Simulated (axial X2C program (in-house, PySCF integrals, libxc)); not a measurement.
## Photoelectron levels of SbSe⁻ by EOM-IP-CCSD

Computed with an in-house all-electron X2C program for linear molecules (integrals from PySCF): two-component X2C with atomic mean-field Coulomb and Gaunt terms, Gaussian nuclei, basis Sb dyall-acv3z, Se dyall-acv3z with contracted cores.

R = 2.443 Å (near the PBE0 minimum at charge -1 of the determinant lowest at the starting distance; the state shown can have its own minimum elsewhere, which is not the closed-shell reference).

Vertical detachment energies of SbSe⁻ to the states of SbSe:

| Ω of SbSe | vertical detachment energy (eV) | above lowest (cm⁻¹) | ionised spinor | one-hole weight |
| --- | --- | --- | --- | --- |
| 1/2 | 1.751 | 0 | 50% Sb pπ, 26% Se pπ, 10% Sb dπ | 0.93 |
| 3/2 | 3.392 | 13230 | 71% Se pπ, 19% Sb pπ | 0.86 |
| 1/2 | 4.042 | 18478 | 60% Se pπ, 34% Sb pπ | 0.87 |
| 1/2 | 4.617 | 23109 | 47% Se pσ, 39% Sb pσ, 8% Sb sσ | 0.92 |

This point took 19 s on 1 thread of Arm Neoverse N1, on a shared host.

Reference electrons by ω block (each with its −ω partner): 1/2: 28, 3/2: 12, 5/2: 3. 12 electrons of SbSe⁻ correlated (inner shells frozen), 94 natural virtual spinors (a truncated set); levels can be off by some tenths of an eV. Roots sought by Ω: (1/2: 4, 3/2: 3, 5/2: 1); rows need 60 % one-particle weight and stop where some Ω has no more roots. Missing are any skipped roots, higher Ω and states of a further excitation; these come out far too high here and may in truth be low or lowest. T1 of the reference 0.023 (Lee–Taylor). Number of frozen shells: Sb 4 s, 3 p, 2 d; Se 3 s, 2 p, 1 d. The closed-shell reference lies 0.24 eV above the lowest PBE0 determinant. Large amplitudes in the reference (orbital relaxation or multireference character) lower the reliability.
